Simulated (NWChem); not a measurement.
System: CH$_{4}$Te; SMILES C[TeH]

Excerpt of the output:

```
             Northwest Computational Chemistry Package (NWChem) 7.3.0
             --------------------------------------------------------

 C1  symmetry detected

                             Geometry "geometry" -> ""
                             -------------------------

 Output coordinates in angstroms (scale by  1.889725989 to convert to a.u.)

  No.       Tag          Charge          X              Y              Z
 ---- ---------------- ---------- -------------- -------------- --------------
    1 Te                  52.0000    -0.02919518     0.33187219    -0.00000612
    2 H                    1.0000     1.64947363     0.43476592    -0.00003285
    3 C                    6.0000    -0.00792861    -1.84746444    -0.00003557
    4 H                    1.0000     0.49579448    -2.22092895     0.90859756
    5 H                    1.0000     0.48749638    -2.22136660    -0.91303526
    6 H                    1.0000    -1.06704350    -2.16503735     0.00500234

 Effective nuclear repulsion energy (a.u.)     133.3461184128

 Summary of "ao basis" -> "ao basis" (spherical)
 ------------------------------------------------------------------------------
       Tag                 Description            Shells   Functions and Types
 ---------------- ------------------------------  ------  ---------------------
 Te                         def2-svp                10       26   4s4p2d
 H                          def2-svp                 3        5   2s1p
 C                          def2-svp                 6       14   3s2p1d

            General Information
            -------------------
          SCF calculation type: DFT
          Wavefunction type:  closed shell.
          No. of atoms     :     6
          No. of electrons :    34
           Alpha electrons :    17
            Beta electrons :    17
          Charge           :     0
          Spin multiplicity:     1
          Use of symmetry is: off; symmetry adaption is: off
          Maximum number of iterations: 150
          AO basis - number of functions:    60
                     number of shells:    28
          Convergence on energy requested:  1.00D-06
          Convergence on density requested:  1.00D-05
          Convergence on gradient requested:  5.00D-04

              XC Information
              --------------
          PerdewBurkeErnzerhof Exchange Functional  1.000
            Perdew 1991 LDA Correlation Functional  1.000 local
           PerdewBurkeErnz. Correlation Functional  1.000 non-local

             Grid Information
             ----------------
          Grid used for XC integration:  xcoarse
          Radial quadrature: Mura-Knowles
          Angular quadrature: Lebedev.
          Tag              B.-S. Rad. Rad. Pts. Rad. Cut. Ang. Pts.
          ---              ---------- --------- --------- ---------
          Te                  1.40       84           8.0       194
          H                   0.35       21          10.0       194
          C                   0.70       21           8.0       194
          Grid pruning is: on
          Number of quadrature shells:   189
          Spatial weights used:  Erf1

      Superposition of Atomic Density Guess
      -------------------------------------

 Sum of atomic energies:        -350.84564497

      Non-variational initial energy
      ------------------------------

 Total energy =    -307.231080
 1-e energy   =    -653.128832
 2-e energy   =     278.368516
 HOMO         =      -0.238315
 LUMO         =       0.002588

     ---------------------------------------------
      Total Density - Mulliken Population Analysis
     ---------------------------------------------

    Atom       Charge   Shell Charges
 -----------   ------   -------------------------------------------------------
    1 Te  24    24.11   1.77  0.27  1.19  0.65  2.88  3.16  2.10  2.04  9.84  0.22
    2 H    1     0.89   0.57  0.30  0.01
    3 C    6     6.37   1.99  0.94  0.32  1.92  1.18  0.02
    4 H    1     0.87   0.66  0.19  0.03
    5 H    1     0.87   0.66  0.19  0.03
    6 H    1     0.88   0.66  0.19  0.03

   convergence    iter        energy       DeltaE   RMS-Dens  Diis-err
 ---------------- ----- ----------------- --------- --------- ---------
 d= 0,ls=0.0,diis     1   -308.3909588122 -3.76D+02  1.15D-02  1.53D-01
 d= 0,ls=0.0,diis     2   -308.3988874649 -7.93D-03  6.44D-03  7.15D-02
 d= 0,ls=0.0,diis     3   -308.4040039473 -5.12D-03  3.10D-03  4.75D-02
 d= 0,ls=0.0,diis     4   -308.4112489659 -7.25D-03  8.46D-04  2.18D-03
 d= 0,ls=0.0,diis     5   -308.4116514790 -4.03D-04  2.22D-04  7.78D-05
  Resetting Diis
 d= 0,ls=0.0,diis     6   -308.4116656398 -1.42D-05  5.87D-05  1.00D-05
 d= 0,ls=0.0,diis     7   -308.4116670631 -1.42D-06  1.18D-05  9.13D-08
 d= 0,ls=0.0,diis     8   -308.4116670629  2.19D-10  7.05D-06  9.72D-08

         Total DFT energy =     -308.411667062905
      One electron energy =     -655.162987025936
           Coulomb energy =      306.772311834894
    Exchange-Corr. energy =      -27.550228467251
 Nuclear repulsion energy =       67.529236595388

 Numeric. integr. density =       34.000329189234

                       DFT Final Molecular Orbital Analysis
                       ------------------------------------

[...]

                         DFT ENERGY GRADIENTS

    atom               coordinates                        gradient
                 x          y          z           x          y          z
   1 Te     -0.055171   0.627147  -0.000012   -0.016914   0.001511  -0.000005
   2 H       3.117053   0.821588  -0.000062    0.016887   0.001003   0.000005
   3 C      -0.014983  -3.491202  -0.000067    0.000336  -0.001270   0.000001
   4 H       0.936916  -4.196947   1.717000    0.000432  -0.000448   0.000784
   5 H       0.921235  -4.197774  -1.725386    0.000415  -0.000450  -0.000796
   6 H      -2.016420  -4.091327   0.009453   -0.001156  -0.000346   0.000011
```

Level: PBE/def2-SVP with def2 effective core potentials on Te. The geometry was optimised at PBE-D3(BJ)/def2-SVP. def2 effective core potentials on Te; no spin-orbit coupling.

Write an input that gives this output.

Several could match; the one computed here: the input that was run:
```
start job
memory heap 200 mb stack 900 mb global 1100 mb
geometry units angstroms noautoz
  Te    -0.034366     0.334104     0.001152
  H      1.644232     0.438103    -0.001856
  C     -0.011666    -1.845218     0.000292
  H      0.493936    -2.218680     0.907882
  H      0.482362    -2.218463    -0.913733
  H     -1.070561    -2.163490     0.007119
end
basis spherical
  * library def2-svp
end
ecp
  Te library def2-ecp
end
dft
  xc xpbe96 cpbe96
  grid xcoarse
  iterations 150
  mulliken
end
task dft gradient
```
